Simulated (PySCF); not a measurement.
## Continuum solvent and chemical shifts

Numbering as in the mapped SMILES `[CH2:1]=[C:2]([CH3:3])[c:4]1[cH:5][cH:6][cH:7][cH:8][n:9]1`. Each H is labelled by its parent atom. Ha(C1) is cis to C3; Hb(C1) is trans to C3.

GIAO PBE0/pcSseg-1 in PySCF 2.14.0 with density-fitted response routines on one PBE0-D3(BJ)/def2-SVP conformer, non-relativistic, equivalent nuclei averaged. Solvents enter as an IEF-PCM continuum (cyclohexane with ε = 2.0, water with ε = 78.4) around the gas-phase geometry. Shifts are referred to TMS computed in the same medium.

Gas phase, δ in ppm: C4 161.1, C8 154.6, C2 153.5, C6 140.6, C7 126.6, C5 122.5, C1 119.7, C3 23.7, H(C8) 8.71, H(C5) 7.90, H(C6) 7.66, H(C7) 7.05, Hb(C1) 6.19, Ha(C1) 5.72. Dipole moment 1.73 D.

(1) How does each δ change in the continuum?

(2) Which of the listed nuclei move most (in ppm), and what does the model miss? (N and O are left out, as their reference compounds move with the solvent too.)

Results:

(1) 
```csv
atoms,environment,"Δδ, cyclohexane","Δδ, water"
C4,substituted aromatic carbon next to a ring nitrogen,+0.2,+0.3
C8,aromatic CH next to a ring nitrogen,+0.5,+1.3
C2,fully substituted alkene carbon,+0.1,-0.1
C6,aromatic CH,+1.2,+3.6
C7,aromatic CH,+1.1,+3.1
C5,aromatic CH,+0.9,+2.6
C1,terminal =CH2 carbon,+0.9,+3.4
C3,allylic methyl carbon,+0.2,+0.3
H(C8),hydrogen on an aromatic CH next to a ring nitrogen,+0.03,+0.06
H(C5),hydrogen on an aromatic CH,+0.12,+0.36
H(C6),hydrogen on an aromatic CH,+0.14,+0.40
H(C7),hydrogen on an aromatic CH,+0.14,+0.39
Hb(C1),hydrogen on a terminal =CH2 carbon,+0.10,+0.33
Ha(C1),hydrogen on a terminal =CH2 carbon,+0.08,+0.26
```

Changes are relative to the gas phase. The dipole moment becomes 2.00 D in cyclohexane, 2.58 D in water.

(2) C6 (aromatic CH, +3.6 ppm) in water. A continuum only polarises the solute; specific hydrogen bonds, the anisotropy of aromatic solvents and changes of geometry or conformer are outside it.
